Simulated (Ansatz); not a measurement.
## Worked example: the barrier

An elementary step of Si₂H₇OF₃, closed shell (Si₂H₄F₂ ([F][SiH]([F])[SiH3]) + H₂O + HF → SiH₂OF₂ ([OH][SiH]([F])[F]) + SiH₄ + HF; bonds formed: Si1–O7, Si2–H8, H6–F9; bonds broken: Si1–Si2, H6–O7, H8–F9). “Start” is the structure reached by relaxing down from the saddle towards the reactants; PBE0-D4/def2-TZVP structures. The saddle:

Si1  (-1.166, 0.204, -0.209)
Si2  (1.124, -0.920, -0.799)
F3  (-1.486, -1.008, -1.251)
F4  (-1.368, 1.405, -1.246)
H5  (-2.183, -0.105, 0.802)
H6  (0.111, 0.806, 1.662)
O7  (-0.439, 1.458, 0.991)
H8  (0.393, -0.577, 0.747)
F9  (0.578, -0.335, 2.007)
H10  (0.940, -2.365, -1.037)
H11  (0.926, -0.112, -2.029)
H12  (2.469, -0.611, -0.250)
H13  (0.100, 2.160, 0.612)
(Å)

Computed with Ansatz 0.2.0 (basis: def2-TZVPP and def2-QZVPP); correlated methods freeze the cores.

Energies in eV:

| quantity | saddle | start |
| --- | --- | --- |
| Hartree–Fock, triple zeta (X = 3) | -25996.37146 | -25999.10024 |
| Hartree–Fock, quadruple zeta (X = 4) | -25997.35602 | -26000.08737 |
| MP2 correlation, X = 3 | -36.04576 | -34.99845 |
| MP2 correlation, X = 4 | -39.22334 | -38.16366 |
| CCSD(T) correlation, X = 3 | -38.12849 | -37.17543 |

(1) Work out the barrier at the basis limit: extrapolate Hartree–Fock as E(X) = E∞ + A exp(−7.88 √X) and the MP2 correlation as E(X) = E∞ + B X^−2.97 (the exponents that Neese and Valeev fitted for def2-TZVPP and QZVPP), then add CCSD(T) − MP2 in triple zeta.

No T1 diagnostic of these runs exceeds 0.014.

Results:

(1) Each step is linear, so take the differences first (saddle − start): Hartree–Fock 2.72878 (X = 3) and 2.73135 (X = 4); MP2 correlation -1.04731 and -1.05968; CCSD(T) correlation -0.95306.
Two points give E∞ = E(4) + w [E(4) − E(3)], with w = 1/(exp(7.88 (2 − √3)) − 1) = 0.1377 for Hartree–Fock and w = 1/((4/3)^2.97 − 1) = 0.7407 for the correlation.
Hartree–Fock: 2.73135 + 0.1377 × 0.00257 = 2.7317 eV.
MP2 correlation: -1.05968 + 0.7407 × (-0.01237) = -1.0688 eV.
CCSD(T) − MP2: -0.95306 − (-1.04731) = 0.0942 eV.
Sum: 2.7317 + (-1.0688) + 0.0942 = 1.7571 eV, or 40.52 kcal/mol. Plain CCSD(T) in triple zeta gives 1.7757 eV, so the larger basis shifts the result by -0.0186 eV.

Labels in which every atom is bracketed show which atoms are joined, not bond orders.

For scale, one of the runs: CCSD(T)/def2-TZVPP, 306 basis functions, launched by `ansatz run in.yaml --threads 4 --pin off --events-out ev --progress --plain --max-ram 46080MiB --backend cuda --devices 0, --max-vram 37GiB`. Time: 9.5 s of wall clock on 4 CPU threads of an AMD EPYC 7R13 and a share of one NVIDIA H100; the host was shared. Peak host memory: 0.86 GiB.
